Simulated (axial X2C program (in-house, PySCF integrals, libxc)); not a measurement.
TcP: from the spin-free to the two-component result

All values were computed with an in-house all-electron X2C program for linear molecules (integrals from PySCF). Spin-free means the one-electron spin-free X2C Hamiltonian; two-component (2c) means X2C with spin–orbit coupling and atomic mean-field two-electron Coulomb and Gaunt terms, so the difference of the two also holds small scalar two-electron terms. Basis: Tc dyall-cv3z [12s12p8d5f3g], P dyall-v3z [8s7p2d1f] (cores contracted in-house); Gaussian nuclei, density fitting, unrestricted open shells. Masses: Tc 98.907 u, P 30.974 u.

Spin-free state: M_S = 2, Λ = 1 (beyond evenly filled blocks: σα, π+α, δ+α, δ-α); fragments Tc + P.

| level | Re (Å) | ωe (cm⁻¹) | De (eV) | μ (D) |
| --- | --- | --- | --- | --- |
| PBE0 | 2.102 | 483.9 | 3.140 | -3.37 |
| HF | 2.428 | 274.8 | 0.272 | -3.76 |

Dipoles are positive if P is the positive end.

Two-component determinant lowest at the distance of the search:

Ω = 1 (⟨Sz⟩ = 1.99, ⟨Lz⟩ = -0.99 at PBE0); fragments Tc + P.

```tsv
level	Re (Å)	ωe (cm⁻¹)	De (eV)	μ (D)
PBE0	2.100	486.2	3.173	-3.34
HF	2.425	274.9	0.295	-3.73
```

Problem. From the two tables, how do the constants change at the PBE0 level (2c against spin-free)?

Solution. At the PBE0 level Re decreases by 0.002 Å and ωe rises by 2.3 cm⁻¹; De changes by 0.033 eV.

The state is a single determinant with fixed occupations, the lowest that a limited PBE0 search found. De is counted from the lowest determinant-based energies of the atoms at the same level, without counterpoise correction. Density functionals use the spin component along the axis (collinear). PBE0 can misorder states that lie within some tenths of an eV, so this need not be the ground state of the molecule. The nearest other spin-free determinant of the search, M_S = 1, Λ = 0, lies 0.21 eV up at the distance of the search. Without a current term, density functionals place determinants with orbital angular momentum somewhat too high. With several unpaired electrons one determinant need not be a pure state. Open-shell Ω = 0 determinants with evenly filled partner blocks cannot be reached by this program, so the Ω shown need not be the lowest component. The determinant is spin-polarised beyond a pure state at some levels (its spin-free form has ⟨S²⟩ too high), which makes Re and μ there less reliable.
